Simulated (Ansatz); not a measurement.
```yaml
crystal:
  periodic: [false, false, false]
  atoms:
    - {symbol: O, position_ang: [-1.459497, -0.101857, -1.401535]}
    - {symbol: C, position_ang: [-0.606545, 0.709199, -1.200201]}
    - {symbol: C, position_ang: [0.439210, 0.619812, -0.158968]}
    - {symbol: Si, position_ang: [0.159500, -0.993846, 0.985119]}
    - {symbol: H, position_ang: [-0.578419, 1.626969, -1.931703]}
    - {symbol: H, position_ang: [1.420350, 0.641464, -0.586356]}
    - {symbol: H, position_ang: [0.394202, 1.492738, 0.498537]}
    - {symbol: H, position_ang: [0.274187, -2.171980, 0.100229]}
    - {symbol: H, position_ang: [1.230831, -0.922978, 1.976281]}
    - {symbol: H, position_ang: [-1.131800, -0.909863, 1.623054]}
basis:
  gaussian: {orbitals: cc-pVTZ}
hamiltonian: {xc: {name: CCSD(T)}, dispersion: d3bj}
output: {forces: true}
```

```sh
$ ansatz run in.yaml --threads 2 --pin off --events-out ev --progress --plain --max-ram 4352MiB
```

Output, abridged:

```
Error: YAML parse error: error: line 16 column 19: hamiltonian.xc: no functional is named "CCSD(T)"; the names, which are not case-sensitive, are SVWN5, SPW92, PBE, PBE0, PBEsol, revPBE, revPBE0, RPBE, rPW86-PBE, HSE06, wPBEh, LC-wPBE, HISS, HF, BLYP, B3LYP, B3LYP5, BHLYP, CAM-B3LYP, r2SCAN, r2SCANh, r2SCAN0, r2SCAN50, m-r2SCAN, B97, wB97, wB97X, wB97X-V, B97M-V, wB97M-V, B2PLYP, B2GP-PLYP, PBE0-DH, PBE-QIDH
14 | basis:
15 |   gaussian: {orbitals: cc-pVTZ}
16 | hamiltonian: {xc: {name: CCSD(T)}, dispersion: d3bj}
17 | output: {forces: true}
```

Task: Something in this input is off. What?

Result: The method's name isn't one that the program takes here. The input was rejected before any iteration.

HSE06 is defined as in plane-wave codes.
